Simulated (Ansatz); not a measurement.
`CO[Si](S)(Cl)OC` → `C[O]`• + `CO[Si](S)Cl`•  (homolysis of the O–Si bond)

Isolated molecules relaxed with PBE0-D4/def2-TZVP in Ansatz; ΔE leaves out vibrations. CCSD(T)/CBS is the MP2 limit (def2-TZVPP, def2-QZVPP) plus CCSD(T) − MP2 in def2-TZVPP, frozen cores. Functionals use def2-TZVPP. Open shells (•) are unrestricted, without spin–orbit coupling. One conformer a species, not always the lowest.

`CO[Si](S)(Cl)OC`:

Z-matrix (Å, degrees):
```
C
O 1 1.415
H 1 1.093 2 110.9
H 1 1.090 2 107.7 3 119.3
H 1 1.094 2 111.0 3 -121.5
Si 2 1.614 1 125.1 3 62.6
Cl 6 2.061 2 109.0 1 58.1
S 6 2.112 2 110.4 1 179.0
O 6 1.620 2 109.0 1 -61.0
H 8 1.343 6 93.6 2 -80.5
C 9 1.413 6 126.0 2 171.8
H 11 1.094 9 110.9 6 -63.1
H 11 1.094 9 111.2 6 58.2
H 11 1.090 9 107.8 6 177.6
```

`C[O]`•:

Cartesian coordinates in Å:
```
C 0.029 -0.045 0.008
O -0.048 0.846 -1.010
H -0.684 0.323 0.773
H 1.014 -0.070 0.495
H -0.311 -1.054 -0.267
```

`CO[Si](S)Cl`•:

```xyz
9

C    -0.866    0.644   -1.139
O     0.223    0.895   -0.271
Si    0.538    0.111    1.124
S     0.671   -1.981    0.667
Cl    2.310    0.907    1.795
H    -0.638    1.109   -2.098
H    -1.023   -0.428   -1.291
H    -1.785    1.085   -0.742
H     0.571   -2.343    1.956
```

```json
{"level": "PBE0-D4", "ΔE (kJ/mol)": "485.5"}
{"level": "B2PLYP", "ΔE (kJ/mol)": "496.5"}
```

(1) What does CCSD(T)/CBS give? (An estimate is asked.)

Largest T1 diagnostic among the species: 0.019.

Answers

(1) Computed: +527.8 kJ/mol. The listed levels differ from it by -42.3, -31.3 kJ/mol.

From PBE to PBE0 (25 % exact exchange), in def2-TZVPP and without D4, ΔE moves by +12.9 kJ/mol. The D4 term adds +18.9 kJ/mol with B3LYP and +10.7 kJ/mol with PBE0; it sums over pairs of atoms, weighted by their polarisabilities, and B3LYP, whose exchange is more repulsive, gets the larger term.

B3LYP here is the variant with VWN-RPA as its local correlation; programs differ in this.
